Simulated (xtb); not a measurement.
C4H3Cl2F, SMILES ClC=C=C[C@H](Cl)F. All values are semi-empirical tight-binding results from xtb (GFN2-xTB unless named), good for trends rather than for accurate numbers. The structure is a stationary point at GFN2-xTB. The structure was generated by enumeration; whether it is a known compound was not checked. The values are those of a single conformer.

- orbital gap: 4.06 eV
- dipole moment: 1.81 D
- zero-point energy: 35.3 kcal/mol
- G − E(el) at 298.15 K (modified RRHO): 13.9 kcal/mol
- static polarisability (D4 model): 74.0 bohr³
- solvation energy, GFN2-xTB/ALPB(water): -3.5 kcal/mol
- solvation energy, GFN2-xTB/ALPB(methanol): -6.7 kcal/mol
